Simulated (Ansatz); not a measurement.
Cost and result up the ladder for the cluster Ge₂H₄ (6 atoms). Total charge 0; singlet. Geometry: r2SCAN-D4/def2-TZVP.

Cartesian coordinates in Å:
```
Ge -0.3577 -0.8199 -1.1774
Ge -0.4662 0.2625 1.3782
H 0.9271 0.0521 -1.4844
H 0.8189 1.1292 1.0588
H -1.0818 0.4759 -0.2476
H 0.1598 -1.0998 0.4724
```

Ansatz on 4 threads of Arm Neoverse V1 on a shared host. Times are rough, and most runs start from the orbitals of an earlier one. r2SCAN0-D4/def2-TZVP serves as the yardstick here, not as an exact answer. Binding counts from free atoms at the same level (Ge triplet, H doublet; other spins of the atoms weren't run), without zero-point energy or a counterpoise term.

Correlated methods freeze 18 core orbitals; core or outer-core shells of Ge are correlated, in sets that lack core-valence functions. Another isomer (singlet) lies 0.38 eV lower at PBE0-D4/def2-TZVP; other spin states weren't run for this one.

Correlated methods converge slowly with the basis.

```json
{"level": "PBE-D4/def2-TZVP (with forces)", "functions": "120", "wall time": "1 s", "binding energy per atom (eV)": "2.34", "difference from r2SCAN0-D4/def2-TZVP (eV)": "0.03"}
{"level": "PBE0-D4/def2-TZVP", "functions": "120", "wall time": "1.1 s", "binding energy per atom (eV)": "2.30", "difference from r2SCAN0-D4/def2-TZVP (eV)": "-0.01"}
{"level": "r2SCAN-D4/def2-TZVP", "functions": "120", "wall time": "1.9 s", "binding energy per atom (eV)": "2.35", "difference from r2SCAN0-D4/def2-TZVP (eV)": "0.04"}
{"level": "r2SCAN0-D4/def2-TZVP", "functions": "120", "wall time": "2.1 s", "binding energy per atom (eV)": "2.31", "difference from r2SCAN0-D4/def2-TZVP (eV)": "0.00"}
{"level": "CCSD(T)/def2-TZVPP", "functions": "152", "wall time": "21 s", "binding energy per atom (eV)": "2.31", "difference from r2SCAN0-D4/def2-TZVP (eV)": "0.00"}
```
